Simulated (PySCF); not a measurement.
Simulated outer-valence photoelectron spectrum of `[GeH3][O]C=[Se]`. Computed with EOM-IP-CCSD/aug-cc-pVDZ in PySCF, restricted Hartree–Fock reference, frozen core, non-relativistic, gas phase, PBE0-D3(BJ)/def2-SVP geometry.

Each root has a Gaussian of 0.3 eV full width with its one-hole share as area; cross sections and vibrations are left out, and the highest printed point is 100.

ionisation energy (eV), intensity and a bar:
```
      8.2          6 ##
      8.4         53 ################
      8.6         40 ############
      8.8          3 #
      9.0          5 #
      9.2         50 ###############
      9.4         43 #############
      9.6          3 #
      9.8          0 
     10.0          0 
     10.2          0 
     10.4          0 
     10.6          0 
     10.8          0 
     11.0          5 #
     11.2         49 ###############
     11.4         44 #############
     11.6          3 #
     11.8          0 
     12.0          0 
     12.2          0 
     12.4         16 #####
     12.6         76 #######################
     12.8         84 #########################
     13.0         24 #######
     13.2          1 
     13.4          0 
     13.6          0 
     13.8          0 
     14.0          0 
     14.2          6 ##
     14.4         72 #####################
     14.6        100 ##############################
     14.8         16 #####
     15.0          0 
     15.2          0 
     15.4          0 
     15.6          0 
     15.8          0 
     16.0          1 
     16.2         21 ######
     16.4         60 ##################
     16.6         15 ####
     16.8          0
```

Q: Where are the maxima, and how many lines lie under the curve?

A: 6 maxima, at 8.5, 9.3, 11.3, 12.7, 14.5 and 16.4 eV, from 8 lines. At this width some lines have no maximum of their own.

Q: List the lines with their holes.

A: 
```csv
E (eV),leading hole (HF orbital),area,Koopmans (eV)
8.48,HOMO,0.95,8.89
9.29,HOMO-1,0.95,9.44
11.29,HOMO-2,0.95,12.64
12.61,HOMO-3,0.94,13.46
12.82,HOMO-4,0.94,13.55
14.49,HOMO-5,0.92,16.28
14.58,HOMO-6,0.90,16.78
16.39,HOMO-7,0.90,18.94
```

The widest gap, 2.00 eV, lies between 9.29 and 11.29 eV. Only orbitals with −ε under 21 eV, eight at most, were ionised, so the high end of the curve may lack lines.

The values belong to the conformer `[GeH3:1][O:2][CH:3]=[Se:4]`: Ge1–O2–C3–Se4 0°.
